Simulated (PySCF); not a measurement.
**NMR parameters from quadrupole coupling constants**

Species: C6H11O2 (charge +1).
Z-matrix (Å and degrees, GFN2-xTB geometry), rows numbered from 1:
```
C 
C   1  1.5241
C   2  1.5263  1  111.71
C   3  1.5455  2  114.75  1   179.72
O   4  1.4371  3  103.27  2  -116.67
C   5  1.2805  4  109.32  3    -0.93
C   6  1.4643  5  121.81  4   179.22
O   6  1.2730  5  116.02  4    -0.65
H   1  1.0864  2  110.96  3   -60.10
H   1  1.0864  2  110.72  3    60.78
H   1  1.0855  2  109.67  3  -179.83
H   2  1.0922  1  110.00  3   121.77
H   2  1.0910  1  109.84  3  -119.12
H   3  1.0945  2  110.15  1   -50.90
H   4  1.0923  3  114.31  2   126.03
H   4  1.0935  3  113.02  2     0.03
H   7  1.0896  6  110.51  5    37.74
H   7  1.0877  6  110.69  5   161.51
H   7  1.0938  6  109.32  5   -79.30
```

Computed at PBE0/pcSseg-1 (PySCF, non-relativistic):

```csv
atom,environment,nucleus,spin I,Q (b),CQ = χzz (MHz),η
O5,oxygen bonded to 2 C,17O,5/2,-0.0256,-8.967,0.138
O8,oxygen bonded to 2 C,17O,5/2,-0.0256,-8.470,0.049
```

Which field gradients stand behind these couplings (CQ in MHz = 234.96 × Q in b × Vzz in au)?

Vxx = −Vzz(1 − η)/2 and Vyy = −Vzz(1 + η)/2, in au:

```tsv
atom	Vxx (au)	Vyy (au)	Vzz (au)	Vzz (10²¹ V/m²)
O5	-0.642	-0.848	1.491	14.49
O8	-0.669	-0.739	1.408	13.68
```

At 21.15 T, set νQ = 3|CQ|/[2I(2I − 1)] beside the Larmor frequency (|g| × 7.62259 MHz/T × B; g(17O) = −0.75752), and give PQ = |CQ|√(1 + η²/3).

```
atom  PQ (MHz)  νQ (MHz)  ν0 (MHz)  νQ/ν0
  O5     8.995     1.345    122.13  0.011
  O8     8.474     1.271    122.13  0.010
```

For O5: PQ = 8.967 × 1.0032, νQ = 8.967 × 0.1500, ν0 = 5.7742 MHz/T × 21.15 T.

Second-order quadrupolar shift of the central transition's centre of gravity (half-integer spins, νQ < ν0/10) at 21.15, 23.5 and 28.2 T.

δ = −(3/40)(PQ/ν0)² [I(I + 1) − 3/4]/[I²(2I − 1)²], in ppm:

| site | 21.15 T | 23.5 T | 28.2 T |
| --- | --- | --- | --- |
| 17O at O5 | -32.6 | -26.4 | -18.3 |
| 17O at O8 | -28.9 | -23.4 | -16.2 |

In the extreme-narrowing limit, with isotropic tumbling and one correlation time, the quadrupolar linewidth goes as PQ². What relative widths follow for the 17O sites?

O5 1, O8 0.89, with O5 as 1.

The couplings are those of the rigid, isolated species; surroundings and motion change them. GFN2-xTB bond lengths can be off by several hundredths of an ångström, more for odd bonds, and the gradients follow them. With so small a basis the couplings can be 20 % off.

These values come from a run that also computed NMR shieldings. On one thread, x86-64 server, no GPU, shared host, this took 44 s.

One conformer stands for the species.
